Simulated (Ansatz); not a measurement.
Ansatz (a program for electronic structure) input (CCSD(T)/aug-cc-pV(D+d)Z):
A basis named .json is the Basis Set Exchange file of that set.

Ansatz 0.2 input:
```yaml
crystal:
  periodic: [false, false, false]
  atoms:
    - {symbol: B, position_ang: [0.40892533, -0.17844453, -0.23361328]}
    - {symbol: O, position_ang: [1.40812072, -0.53045127, -0.88620567]}
    - {symbol: Cl, position_ang: [-0.90683721, 0.37276952, 0.54039957]}
    - {symbol: H, position_ang: [2.10664022, -1.20124903, -0.92908098]}
basis:
  gaussian:
    orbitals: aug-cc-pV_D+d_Z.json
total_charge: 1
magnetization: {spin_polarized: false}
correlation: {method: ccsd_t, electrons: outside_noble_gas}
output: {forces: true}
```

Output:

```
Functional definition: HF
integrals: 0.08 GiB planned
832 factors; integrals over basis functions are off by at most 7.0e-4 eV
mean field: 0.21 GiB planned
mean field evaluation 1: about -15218.5469 eV, gradient 5.1e1 eV
mean field evaluation 2: about -15218.5492 eV, gradient 5.1e1 eV
mean field evaluation 4: about -15222.9313 eV, gradient 2.5e0 eV
mean field evaluation 8: about -15222.9522 eV, gradient 1.1e-4 eV
mean field evaluation 16: about -15222.9511 eV, gradient 5.1e-1 eV
mean field -15222.95221339 eV, -559.4331753545 hartree, gradient 2.0e-6 eV, S^2 0.000000; 0 other end points of the search recorded, 0 dependent functions left out
7 core orbitals not correlated
reference -15222.95221339 eV, -559.4331753545 hartree; 8, 8 occupied and 72, 72 virtual orbitals, 832 factors
densities: 0.35 GiB planned
second order -11.02565820 eV of doubles, -0.00000000 eV of singles
coupled cluster: 0.25 GiB planned
cycle   1  -11.22655073 eV  change   -2.0e-1 eV  update   8.3e-2
cycle   2  -11.47935713 eV  change   -2.5e-1 eV  update   2.4e-2
cycle   3  -11.55124053 eV  change   -7.2e-2 eV  update   1.4e-2
cycle   4  -11.54634070 eV  change    4.9e-3 eV  update   2.9e-3
cycle   5  -11.54463299 eV  change    1.7e-3 eV  update   9.7e-4
cycle   6  -11.54474275 eV  change   -1.1e-4 eV  update   2.7e-4
cycle   7  -11.54464694 eV  change    9.6e-5 eV  update   7.0e-5
cycle   8  -11.54463593 eV  change    1.1e-5 eV  update   2.0e-5
cycle   9  -11.54464095 eV  change   -5.0e-6 eV  update   7.0e-6
perturbative correction -0.38877837 eV, -0.0142873417 hartree
the calculation of the forces begins
Total energy: -15234.88563271 eV, -559.8717204257 hartree
Atom 0 at     0.408925    -0.178445    -0.233613 Å, force    -0.307095    -0.002908     0.308688 eV/Å
Atom 1 at     1.408121    -0.530451    -0.886206 Å, force     0.880212    -0.157896    -0.723000 eV/Å
Atom 2 at    -0.906837     0.372770     0.540400 Å, force    -0.591047     0.255255     0.340249 eV/Å
Atom 3 at     2.106640    -1.201249    -0.929081 Å, force     0.017930    -0.094451     0.074063 eV/Å
Dipole moment:     0.540539    -0.390471    -0.158349 e Å
```

It need not be the lowest isomer of its formula.
